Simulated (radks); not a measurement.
Values are calculated unless marked as measured or tabulated.
Charge is removed step by step from the 2s level of neutral calcium, starting from [Ar] 4s2. Code: a radial shooting solver on a logarithmic mesh with Libxc functionals. Model: scalar-relativistic Kohn-Sham, BLYP, spin-unpolarised, spherical densities, point nucleus.

removed (e),E - E(0) (eV),eigenvalue (eV),E minus straight line (eV)
0,0.000,-414.22,0.000
0.125,52.087,-419.32,-2.288
0.25,104.81,-424.47,-3.936
0.375,158.19,-429.68,-4.936
0.5,212.22,-434.93,-5.282
0.625,266.91,-440.24,-4.967
0.75,322.26,-445.60,-3.986
0.875,378.29,-451.01,-2.332
1,435.00,-456.45,0.000

Removing the whole electron costs 435.00 eV by Delta-SCF, against 414.22 eV from minus the eigenvalue at the starting occupation. Slater's transition state (half an electron removed) gives 434.93 eV. Integrating minus the eigenvalue over the occupation (Janak's theorem) gives 435.07 eV. In this scalar-relativistic scheme the density is built from large components alone, so the theorem holds only approximately. The mean slope of the eigenvalue, de/dn, is 42.2 eV per electron.
